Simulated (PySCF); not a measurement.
Ga(Cl)(vinyl)(OH) (C2H4ClGaO), SMILES [Cl][Ga]([OH])[CH]=C.

Geometry: PBE-D3(BJ)/def2-SVP. The structure was generated by enumeration; whether it is a known compound was not checked. The values are those of a single conformer.

All values below come from PBE-D3(BJ)/def2-SVP (PySCF).

Frequencies are harmonic and unscaled.

| mode | ν (cm⁻¹) | IR (km/mol) | moving atoms (share of kinetic energy) |
|---|---|---|---|
| 1 | 61 | 0.0 | C 43 %, H 29 %, Ga 15 %, Cl 13 % |
| 2 | 80 | 0.3 | C 31 %, Ga 20 %, Cl 19 %, H 15 %, O 15 % |
| 3 | 153 | 18.0 | O 50 %, Cl 20 %, Ga 12 %, H 10 % |
| 4 | 162 | 7.2 | Ga 34 %, H 23 %, O 23 %, C 15 % |
| 5 | 278 | 3.5 | C 60 %, H 18 %, Cl 13 % |
| 6 | 368 | 108.8 | H 92 % |
| 7 | 401 | 55.1 | Cl 61 %, Ga 30 % |
| 8 | 467 | 17.4 | H 66 %, C 31 % |
| 9 | 575 | 20.0 | C 60 %, H 19 %, Ga 14 % |
| 10 | 686 | 85.1 | O 74 %, Ga 22 % |
| 11 | 808 | 89.7 | H 91 % |
| 12 | 959 | 24.3 | H 72 %, C 28 % |
| 13 | 967 | 9.5 | H 86 %, C 13 % |
| 14 | 1006 | 15.1 | H 94 % |
| 15 | 1212 | 5.2 | H 72 %, C 27 % |
| 16 | 1369 | 10.4 | H 84 %, C 16 % |
| 17 | 1605 | 8.8 | C 85 %, H 15 % |
| 18 | 3045 | 11.9 | H 95 % |
| 19 | 3093 | 3.4 | H 91 %, C 9 % |
| 20 | 3142 | 3.4 | H 89 %, C 11 % |
| 21 | 3735 | 63.8 | H 94 % |
